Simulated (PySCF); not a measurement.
CH₆OSeSi, SMILES C[Se]O[SiH3]. Geometry: TPSSh-D3(BJ)/def2-SVP. The structure was generated by enumeration, and PubChem lists no compound with its InChIKey, so it may never have been made. The values are those of a single conformer.

Question: Give the equilibrium geometry at TPSSh-D3(BJ)/def2-SVP (PySCF confirms it by a frequency run) as bond lengths and angles. (The exact figures need the calculation; the answer reports its results.)

Answer: Several could match; the one computed here: 
Atoms: Se1 C2 H3 H4 H5 O6 Si7 H8 H9 H10. Bonded distances (Å): Se1–C2 1.945, Se1–O6 1.837, C2–H3 1.101, C2–H4 1.098, C2–H5 1.098, O6–Si7 1.688, Si7–H8 1.488, Si7–H9 1.485, Si7–H10 1.490. Bond angles (°): C2–Se1–O6 96.6, Se1–C2–H3 106.2, Se1–C2–H4 110.7, Se1–C2–H5 109.2, H3–C2–H4 109.8, H3–C2–H5 109.8, H4–C2–H5 111.1, Se1–O6–Si7 115.4, O6–Si7–H8 111.6, O6–Si7–H9 105.4, O6–Si7–H10 111.0, H8–Si7–H9 110.0, H8–Si7–H10 108.9, H9–Si7–H10 109.9.
Charge 0, spin multiplicity 1.
